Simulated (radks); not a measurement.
Cl4+, configuration [Ne] 3s2 3p1. All-electron calculation, non-relativistic Kohn-Sham, exchange-only r2SCAN, spin-polarised, spherical densities, point nucleus; open shells are filled with parallel spins first; meta-GGA in the generalised Kohn-Sham scheme. Program: a radial shooting solver on a logarithmic mesh with Libxc functionals.

Radial electron density D(r) = 4 pi r^2 rho(r):

```
   r/bohr * D(r) (the largest magnitude, 19.6, reaches the edge; | marks zero)
 0.005981 |  *
 0.007543 |    *
 0.009589 |       *
  0.01209 |          *
  0.01537 |               *
  0.01939 |                     *
  0.02445 |                             *
  0.03108 |                                     *
   0.0392 |                                              *
  0.04943 |                                                    *
  0.06284 |                                                      *
  0.07925 |                                                   *
  0.09995 |                                             *
   0.1271 |                                      *
   0.1602 |                                    *
   0.2037 |                                         *
   0.2569 |                                                 *
    0.324 |                                                     *
   0.4118 |                                              *
   0.5194 |                              *
    0.655 |                *
   0.8327 |        *
     1.05 |       *
    1.324 |       *
    1.684 |    *
    2.123 | *
    2.699 *
    3.404 *
    4.293 *
```

D(r) has 3 maxima, at r = 0.0623, 0.316, 1.12 bohr, and minima at 0.153, 1.01 bohr, inside which lie 2.18, 10.53 electrons.
